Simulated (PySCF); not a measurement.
SMILES c1csc(Sc2ccsc2)c1 (C8H6S3) at its GFN2-xTB optimised geometry (Å):

```
17

C     -0.3370    -2.6588     0.0000
C      1.0193    -2.6588     0.0000
S      1.6741    -1.0668     0.0000
C      0.0722    -0.3894     0.0347
S     -0.2125     1.3407    -0.0269
C      1.1594     1.9142     0.9313
C      1.5368     1.3679     2.1854
C      2.6015     2.0131     2.7169
S      3.1511     3.3025     1.7181
C      1.9383     2.9625     0.5524
C     -0.8858    -1.3581     0.0189
H     -0.9331    -3.5536    -0.0006
H      1.6895    -3.4949     0.0068
H      1.0321     0.5401     2.6494
H      3.0991     1.8177     3.6454
H      1.8594     3.5536    -0.3371
H     -1.9383    -1.1423     0.0295
```

Calculation: CAM-B3LYP/def2-SVP run with PySCF. Cells within 0.4 Å of a nucleus heavier than hydrogen are left out (blank, or x).

Map of the HOMO−1 amplitude (bohr^(-3/2)) on the plane z = 0.0 Å; orbital energy -8.26 eV, overall sign arbitrary:

```
|222222222222222222222222222|
|222222222222222222222222222|
|222222222222222222222222222|
|222222222222222111222222222|
|222222222222221101122222222|
|222222222222211000233322222|
|222222222222211003654332222|
|222222222222221127974332222|
|222222222223221247864332222|
|222222222234322345543322222|
|222222222334xx2234433222222|
|222222222233311233332222222|
|222222222222211222222222222|
|2222222222221x1222222222222|
|2222222222222xx233222222222|
|2222222222222332xx222222222|
|22222222222x22222x222222222|
|222222222222222222222222222|
|222222222222x22x12222222222|
|222222222222xx2xx2222222222|
|222222222222222222222222222|
|222222222222222222222222222|
|222222222222222222222222222|
|222222222222222222222222222|
|222222222222222222222222222|
|222222222222222222222222222|
|222222222222222222222222222|
```
Scale: ten equal steps from -0.035 (start of '0') to 0.106 (end of '9'), in the order '0123456789'; x runs from -6.00 to 6.00, y from -6.00 (bottom) to 6.00 (top).
